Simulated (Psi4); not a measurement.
Psi4 input (wB97X-D/6-31G*):

```
memory 1500 MB

molecule {
0 2
Si    2.48089600    0.14726800   -0.25966700
O     0.92661100    0.28193400   -0.81462600
Si   -0.64608700    0.13746100   -0.48193900
Cl   -1.05412000   -1.77378200    0.13483100
Cl   -1.16250600    1.43415200    1.01875400
H     2.64787000   -1.17176600    0.40744900
H     3.36965300    0.26290600   -1.44393900
H    -1.43508400    0.44090400   -1.67496700
symmetry c1
no_reorient
no_com
}

set {
  basis 6-31G*
  reference uks
  scf_type pk
  dft_radial_points 99
  dft_spherical_points 590
  e_convergence 1e-8
  d_convergence 1e-7
  maxiter 150
}

e = energy('wb97x-d')
print_out(f'\nFINAL {e:.10f} DIPOLE {variable("CURRENT DIPOLE")[0]:.6f} {variable("CURRENT DIPOLE")[1]:.6f} {variable("CURRENT DIPOLE")[2]:.6f}\n')
```

From the output:

```
  HONO-1 :   36  A 1.9995340
  HONO-0 :   37  A 1.0000000
  LUNO+0 :   38  A 0.0004660
  LUNO+1 :   39  A 0.0000617
  LUNO+2 :   40  A 0.0000556
  LUNO+3 :   41  A 0.0000201

Computation Completed

Properties will be evaluated at   0.000000,   0.000000,   0.000000 [a0]

Properties computed using the SCF density matrix

 Multipole Moments:

 ------------------------------------------------------------------------------------
     Multipole            Electronic (a.u.)      Nuclear  (a.u.)        Total (a.u.)
 ------------------------------------------------------------------------------------

 L = 1.  Multiply by 2.5417464519 to convert [e a0] to [Debye]
 Dipole X            :          0.4850229            0.0000208            0.4850437
 Dipole Y            :          0.0988529            0.0000227            0.0988756
 Dipole Z            :         -0.3947008           -0.0000076           -0.3947084
 Magnitude           :                                                    0.6331181

 ------------------------------------------------------------------------------------

FINAL -1576.4313066878 DIPOLE 0.485044 0.098876 -0.394708

*** Psi4 exiting successfully. Buy a developer a beer!
```

The geometry given is a B3LYP-D3(BJ)/def2-TZVP minimum.
